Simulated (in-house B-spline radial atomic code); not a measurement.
# RPA and G0W0 on BLYP: Ca8+

Configuration [Ne] 3s2, mean-field start BLYP. Computed with an all-electron radial atomic-structure program (B-spline basis): all electrons, scalar-relativistic (spin-free one-electron X2C), finite nucleus, each spin shell either full or empty, empty states to l = 9 with an (l + 1/2)⁻⁴ tail; G0W0 by contour deformation at full frequency.

Command:
```bash
python run_gw.py task.json out
```
Settings (radii: box in bohr, nucleus in fm):
```
Z                        20
electrons                12
configuration            [Ne] 3s2
hamiltonian              x2c
method                   b88,lyp
lmax                     9
rms_radius               3.4776
spin_polarised           False
box_radius               7.7
intervals                67
ion_configuration        [Ne] 3s1
```

Cost of the run: 2.4 s on 1 thread of Intel(R) Xeon(R) Platinum 8488C (shared host).

Energies (hartree):

```tsv
term	value
mean-field total	-658.34199
Hartree-Fock functional on these orbitals	-657.76476
direct second order	-0.91042
second-order exchange	0.33709
SOSEX correction	0.29953
```

**Question.** What is the RPA correlation energy, and what remains with SOSEX?

**Answer.** RPA gives -0.8049 hartree (-1.83 eV per electron); RPA + SOSEX gives -0.50537, and the second-order doubles -0.57333 hartree (no singles). SOSEX takes back 37 % of the RPA value.

Quasi-particle levels (eV):

| level | occupied | mean field | Σx - vxc | Σc | QP weight | G0W0 |
| --- | --- | --- | --- | --- | --- | --- |
| 3s | yes | -178.76 | -7.70 | ? | ? | ? |
| 2p | yes | -498.39 | -34.50 | 4.44 | 0.958 | -528.44 |
| 2s | yes | -576.36 | -46.56 | 6.00 | 0.854 | -616.92 |
| 3p | no | -157.48 | 11.66 | -2.39 | 0.952 | -148.21 |

G0W0 = mean field + (Σx - vxc) + Σc, with Σc (partial-wave tail included) taken at the quasi-particle energy. Levels of low weight are left out.

**Question.** Where does G0W0 put 3s?

**Answer.** At -189.34 eV, with Σc = -2.89 eV and a quasi-particle weight of 0.963. The tabulated removal energy is 188.54 ± 0.06 eV (NIST, semi-empirical); the calculation leaves out spin-orbit coupling, Breit and QED terms, and what these don't explain is the method's own error.

**Question.** What does it cost to remove one electron (to [Ne] 3s1) by differences of total energies, each species on its own start (correlation terms add to the Hartree-Fock functional)?

**Answer.** BLYP 188.61 eV, Hartree-Fock functional 186.23 eV, + RPA 189.29 eV, + RPA + SOSEX 188.47 eV, + second order 189.37 eV. Tabulated: 188.54 ± 0.06 eV (NIST, semi-empirical); the calculation leaves out spin-orbit coupling, Breit and QED terms, and what these don't explain is the method's own error.
